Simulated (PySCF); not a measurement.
## Correlation energy of Re(7+) (rhenium, charge +7)

Starting occupation: [Xe] 4f14. Calculation: PySCF 2.14, in x2c-TZVPPall-2c with one added diffuse shell each of s, p, d, f type (12s12p11d4f1g, 140 functions); X2C-1e with screened-nucleus spin-orbit coupling, Gaussian nucleus. Frozen: [Kr] 4d10; 22 electrons correlated; the 34 highest virtual spinors left out.

MP2 pair energies summed by pair of shells (mhartree):

| pair | energy | share (%) |
| --- | --- | --- |
| 5p3/2-5p3/2 | -59.32 | 19.6 |
| 5p1/2-5p3/2 | -53.37 | 17.7 |
| 4f5/2-4f7/2 | -31.00 | 10.3 |
| 4f7/2-5p3/2 | -23.58 | 7.8 |
| 4f7/2-4f7/2 | -22.90 | 7.6 |
| 4f5/2-5p3/2 | -19.71 | 6.5 |
| 5p3/2-5s1/2 | -16.73 | 5.5 |
| 4f7/2-5p1/2 | -13.66 | 4.5 |
| 5p1/2-5p1/2 | -13.64 | 4.5 |
| 4f5/2-4f5/2 | -12.56 | 4.2 |
| 4f7/2-5s1/2 | -8.37 | 2.8 |
| 4f5/2-5p1/2 | -8.02 | 2.7 |
| 5p1/2-5s1/2 | -7.74 | 2.6 |
| 4f5/2-5s1/2 | -6.11 | 2.0 |
| 5s1/2-5s1/2 | -5.63 | 1.9 |

Total MP2 correlation energy: -302.33 mhartree.

The virtual space was cut to 110 spinors, which keep -300.86 of the -302.33 mhartree of MP2 correlation.

| level | correlation energy (mhartree) |
| --- | --- |
| CCSD | -305.93 |

Diagnostics: T1 = 0.0034, largest double amplitude 0.038.

Cost of the coupled-cluster step: 280 s of wall time on 4 threads of Neoverse-V2 (shared host), for 22 occupied and 110 virtual spinors.

This basis was not built for core-valence correlation, so the inner-shell part is incomplete.
